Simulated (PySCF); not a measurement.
Computed shifts of a molecule C₃H₄BF₃, B3LYP/pcSseg-1 in PySCF, GIAO, gas phase, equivalent atoms averaged, in ppm (number of nuclei): ¹³C: 177.2 (1), 113.4 (1), 17.5 (1). ¹⁹F: -83.2 (1), -87.1 (1), -88.3 (1). ¹H: 7.41 (1), 1.96 (3). References: ¹³C against TMS (σ = 181.3 ppm); ¹⁹F against CFCl3 (σ = 161.7 ppm); ¹¹B against BF3 (σ = 86.3 ppm); ¹H against TMS (σ = 31.68 ppm), references at their B3LYP-D3(BJ)/def2-TZVP geometries, non-relativistic. Coordinates come from a ωB97X-D3(BJ)/def2-SVP optimisation. The values are those of a single conformer.

### Question
Which structure fits?
A. FB1[C@@H](F)C[C@@H]1F
B. C/C(=C/F)B(F)F
C. C/C(F)=C\B(F)F
D. FB1CCC1(F)F

### Answer
B, C/C(=C/F)B(F)F
